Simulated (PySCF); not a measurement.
Dipole response of Hf (hafnium, neutral)

[Xe] 4f14 5d2 6s2, high-spin 3F determinant. Computed with PySCF 2.14 in aug-cc-pwCVQZ-PP with ECP60MDF, with scalar relativity through the core potential. Coupled (time-dependent) response in atomic units; α is the mean over directions.

```
method  mean α (bohr³)  C₆ (like pair)  S(−4)
 B3LYP           99.14            1310   4493
```

S(−4) is the Cauchy moment in α(ω) = α(0) + S(−4) ω² + …

Reference α: 103 ± 6 bohr³ (recommended; Schwerdtfeger and Nagle, table of static dipole polarizabilities (2023 update)). Published C₆: 1040 (Gould and Bucko (2016)).

Spin-orbit coupling is absent.

α(iu) at B3LYP:

```csv
u (hartree),α(iu) (bohr³)
0,99.14
0.0500,89.65
0.100,71.67
0.200,42.91
0.300,27.64
0.500,14.59
0.750,8.557
1.00,5.831
1.50,3.335
2.00,2.183
3.00,1.140
5.00,0.4631
```

A single London oscillator, α(iu) = α/(1 + u²/ω²), gives C₆ = (3/4) ω α². Matching the computed C₆ needs ω = 4 × 1310 / (3 × 99.14²) = 0.178 hartree.

Energies and moments cover only the electrons outside the core potential. Spin-orbit coupling, absent here, splits the open shell strongly.
